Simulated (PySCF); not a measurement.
**Trend along the halogens: MHf cations**

PBE0 with triple-zeta basis sets in PySCF, for the lowest determinant that a PBE0 search found; no spin–orbit coupling. De refers to high-spin ground-configuration atoms (the charge goes to the atom of lower measured ionisation energy or higher electron affinity, which is not always the lowest computed limit). A positive dipole points towards Hf; it is taken about the centre of mass and depends on that origin.

| M | basis | charged atom | state (unpaired electrons) | Re (Å) | ωe (cm⁻¹) | De (eV) | μ (D) |
| --- | --- | --- | --- | --- | --- | --- | --- |
| F | def2-TZVPPD | Hf+ | triplet (σ ↑, δ ↑) | 1.814 | 754 | n/a | 3.78 |
| Cl | def2-TZVPPD | Hf+ | triplet (σ ↑, δ ↑) | 2.226 | 448 | n/a | 3.58 |
| Br | def2-TZVPPD | Hf+ | triplet (σ ↑, δ ↑) | 2.376 | 302 | n/a | 4.72 |

The shortest bond is that of HfF⁺ (1.814 Å), the longest that of HfBr⁺ (2.376 Å).

Down a group the atoms grow and get heavier, so bonds lengthen and wavenumbers fall; this series shows no clear exception.

De is left out where the level can put another filling of the metal’s s and d shells below the measured ground configuration, by anything from nothing to about 1 eV. These are scalar-relativistic numbers at best; spin–orbit coupling would shift them, the dissociation energy most. The state is the lowest single determinant that the PBE0 search found; with open d or f shells the true ground state can be another one.
